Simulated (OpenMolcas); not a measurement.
Computed levels of 4s² 4p² in ions with 32 electrons, in cm-1 above ³P₀.

```
Program             : OpenMolcas
Method              : CASSCF
Basis               : ANO-RCC-VQZP
Scalar Hamiltonian  : DKH2, point nucleus
Spin-orbit coupling : RASSI with atomic mean-field integrals over the reference wave functions, term energies averaged over their components
```

Active space for each ion: 4 electrons in 8 orbitals (4s 4p 5s 5p).

```tsv
Level	As+	Br3+	Kr4+
³P₁	890	2263	3284
³P₂	2192	5062	6989
¹D₂	12140	18376	21791
¹S₀	21243	31759	37130
```

**Question.** Estimate ³P₂, ¹D₂, ¹S₀ for Se2+ from its neighbours As+ and Br3+.

**Answer.** ³P₂ is fine structure, which grows about as the fourth power of a screened charge, so the fourth roots are averaged: ((2192^0.25 + 5062^0.25) / 2)^4 = 3405. The calculation gives 3478, so the estimate is off by -2.1 %; the measured value is 3937 (Moore, Atomic Energy Levels, vol. II, NSRDS-NBS 35 (1971 reprint of NBS Circular 467, 1952)).
¹D₂ is another term, which grows about linearly with the charge: (12140 + 18376) / 2 = 15258. The calculation gives 16537, so the estimate is off by -7.7 %; the measured value is 13032 (Moore, Atomic Energy Levels, vol. II, NSRDS-NBS 35 (1971 reprint of NBS Circular 467, 1952)).
¹S₀ is another term, which grows about linearly with the charge: (21243 + 31759) / 2 = 26501. The calculation gives 28038, so the estimate is off by -5.5 %.

Without dynamic correlation excited terms often stand tens of per cent too high (terms of higher spin than the ground term too low), and those without a measured partner can miss by more than the paired ones (holds for As+). The run also gave levels led by 4s² 4p 5s, which use shells meant for correlation; these and all levels above them are left out (holds for As+). The run also gave levels led by 4s² 4p 5p, which use shells meant for correlation; these and all levels above them are left out (holds for Se2+). Active for correlation alone: 5p 5s; no level in the range computed is led by a configuration that fills them, so any true level of that kind is missing (holds for Br3+; Kr4+). Computed and measured levels are paired by configuration, term and J; levels that our copy of the source lacks, or whose pairing is in doubt (as where it misses far off the trend of its configuration), stay unpaired and out of the deviations. Levels of configurations outside the active space are missing.
